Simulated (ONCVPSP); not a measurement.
Li, ONCV: configuration errors across variants

ONCVPSP 4.0.1 input, shortened (lines: element, Z, core and valence counts, functional; n l f; lmax; l rc ep ncon nbas qcut; lloc lpopt rc5 dvloc0; l nproj debl; icmod fcfact rcfact), PBE, scalar-relativistic:

```
  Li 3.00    0    2        4      upf
    1    0    2.00
    2    0    1.00
    1
    0    0.95    0.00    3    6   13.90
    1    0.75    0.02    4    8   11.30
    4    5    0.50    0.00
    0    2    1.70
    1    2    0.40
    0    0.00    0.00
```

All-electron excitation energies from the reference (eV): (1) 1s2 2s0 5.296; (2) 1s2 2s0.5 2.049; (3) 1s2 2s0 2p1 1.787; (4) 1s1 2s1 68.407.

1 further variants failed, have other tests or another functional or relativity, and are left out.

Errors AE − PS in meV (a dash: test not solved or not reliable):

| change | (1) | (2) | (3) | (4) | bound ghosts | GHOST(+) flags above zero |
| --- | --- | --- | --- | --- | --- | --- |
| base | +0.2 | 0.0 | +0.2 | +400 | none | p |
| s: rc 1.1 | +0.3 | 0.0 | +0.3 | +645 | none | p |
| all radii scaled by about 1.28 (s 1.22, p 0.96 bohr); local potential polynomial inside 0.64 bohr (lpopt 5, dvloc0 0 Ha) | +0.3 | 0.0 | +0.4 | +844 | none | none |
| p: debl 4.05 | +0.2 | 0.0 | +0.2 | +400 | none | none |
| local potential polynomial inside 0.50 bohr (lpopt 5, dvloc0 -3 Ha) | +0.2 | 0.0 | +0.2 | +400 | none | p |

**Question.** Give the same row for: s: qcut 19.7.

**Answer.** +0.2, 0.0, +0.2, +335; bound ghosts: none; GHOST(+) flags above zero: p.
